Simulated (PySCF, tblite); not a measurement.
Isomers of C2H8OSSi, one GFN2-xTB conformer each. Single-point energies are computed at PBE0/pcSseg-1 (PySCF, gas phase, no added dispersion term), electronic only.

```tsv
SMILES	GFN2-xTB relative energy (kJ/mol)
CC[Si@H](O)S	0.0
COC[SiH2]S	159.5
```

Conformers: `[CH3:1][CH2:2][Si@H:3]([OH:4])[SH:5]` with C1–C2–Si3–O4 -60°, C2–Si3–O4–H -155°, C2–Si3–S5–H -54°; `[CH3:1][O:2][CH2:3][SiH2:4][SH:5]` with C1–O2–C3–Si4 -177°, O2–C3–Si4–S5 -56°, C3–Si4–S5–H 31°.

Task: What does PBE0/pcSseg-1 give for the same structures?

Result: 
| SMILES | PBE0/pcSseg-1 E (Eh) | PBE0/pcSseg-1 (kJ/mol) | GFN2-xTB (kJ/mol) | point group |
| --- | --- | --- | --- | --- |
| CC[Si@H](O)S | -843.52637 | 0.0 | 0.0 | C1 |
| COC[SiH2]S | -843.45008 | 200.3 | 159.5 | C1 |

Both levels put the same isomer lowest. As drawn, the lower has an O–H bond and an Si–O bond, which the higher lacks.

Task: Which frontier levels, dipoles and rotational constants go with these structures?

Result: 
```csv
SMILES,"HOMO (eV, PBE0/pcSseg-1)",LUMO (eV),dipole (D),"A, B, C (MHz)"
CC[Si@H](O)S,-7.20,0.34,0.95,"5380, 1750, 1430"
COC[SiH2]S,-7.14,0.49,3.13,"5541, 1588, 1310"
```

Task: What happens when harmonic zero-point energies from GFN2-xTB frequencies are added?

Result: 
```tsv
SMILES	ZPE (kJ/mol)	electronic (kJ/mol)	with ZPE (kJ/mol)
CC[Si@H](O)S	252.3	0.0	0.0
COC[SiH2]S	245.1	200.3	193.1
```

The zero-point energies span 7.2 kJ/mol. The order is unchanged.
